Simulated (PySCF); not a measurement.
Isomers C4H9FO3Si:

A. SMILES CO[SiH2]O/C(=C/F)OC
B. SMILES O=C(OC)O[SiH2][C@@H](C)F
C. SMILES O1C[C@H](F)CO[C@H]1O[SiH3]

Spectrum 1. $^{1}$H NMR (400 MHz, computed): δ 5.76 (s, 1H), 4.88 (s, 3H), 4.40 (m, 2H), 4.24 (m, 1H), 4.21 (m, 2H). $^{13}$C{$^{1}$H} NMR (computed): δ 107.5 (CH), 87.7 (CH), 64.0 (CH2).

Spectrum 2. $^{1}$H NMR (400 MHz, computed): δ 5.13 (m, 1H), 5.09 (m, 1H), 4.77 (m, 1H), 4.23 (s, 3H), 1.64 (m, 3H). $^{13}$C{$^{1}$H} NMR (computed): δ 160.6 (C), 86.2 (CH), 55.8 (CH3), 20.9 (CH3).

Spectrum 3. $^{1}$H NMR (400 MHz, computed): δ 6.87 (m, 1H), 4.81 (s, 2H), 4.12 (s, 3H), 3.88 (s, 3H). $^{13}$C{$^{1}$H} NMR (computed): δ 157.1 (C), 129.0 (CH), 58.4 (CH3), 52.8 (CH3).

- shielding tensors at PBE0/pcSseg-1 (GIAO)
- coordinates at the GFN2-xTB level
- run in PySCF 2.14.0 with density-fitted response routines
- relativity neglected, a single conformation, isolated molecule, fast rotation and ring inversion assumed for equivalent nuclei

Chemical shifts δ = σref − σ; $^{1}$H (31.72 ppm), $^{13}$C (186.93 ppm) vs TMS, all at this level. Splittings of carbon signals by F and P are missing where no couplings were computed. Where no couplings were computed, multiplicities follow the n + 1 count of equivalent neighbours, and m marks all less simple cases (inequivalent or close neighbours, rings, F or P nearby). Shifts are as computed. Against solution values, carbons near 30 ppm lie about +3 ppm off and those near 130 ppm about +5 ppm. Of 1309 compounds with measured shifts, 239 miss one by over three times the rms of a fit or turn the order of signals round; such compounds aren't used in these exercises.

Question: Match each spectrum to its structure.

Answer: 1–C, 2–B, 3–A.

- Spectrum 1 (C): 3 $^{13}$C signals; δC 107.5 is an sp3 carbon bearing two oxygens; δC 87.7 is an sp3 CH bonded to F.
- Spectrum 2 (B): 4 $^{13}$C signals; δC 160.6 is a carbonate carbon; δC 86.2 is an sp3 CH bonded to F and Si.
- Spectrum 3 (A): 4 $^{13}$C signals; δC 157.1 is an alkene carbon bearing oxygen; δC 58.4 is a methyl carbon bonded to O.
